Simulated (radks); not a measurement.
Coherent X-ray form factor from a spherical all-electron density. Method: Dirac Kohn-Sham, LDA (Slater exchange, Perdew-Wang correlation), spin-unpolarised, spherical densities, finite nucleus; Fermi nuclear charge, rms radius of each element as measured or else 0.836 A^(1/3) + 0.57 fm; computed with a radial shooting solver on a logarithmic mesh with Libxc functionals.

sin(theta)/lambda (1/angstrom),f0 (electrons)
0.05,69.747
0.1,66.835
0.15,63.447
0.2,60.004
0.25,56.558
0.3,53.157
0.4,46.798
0.5,41.308
0.6,36.668
0.8,29.338
1,23.999
1.25,19.545
1.5,16.778
2,13.263

The species is in the configuration that NIST lists as its ground one. Which atom or ion scatters so?

Answer. Neutral lutetium, [Xe] 4f14 5d1 6s2. Extrapolating in s^2 from the first two rows gives f0(0) = 70.7, near the electron count 71; among species with that count, the fall with angle is slower the higher Z, and the table is that of Z = 71; from so few rows the species is fixed only to a neighbour or two.
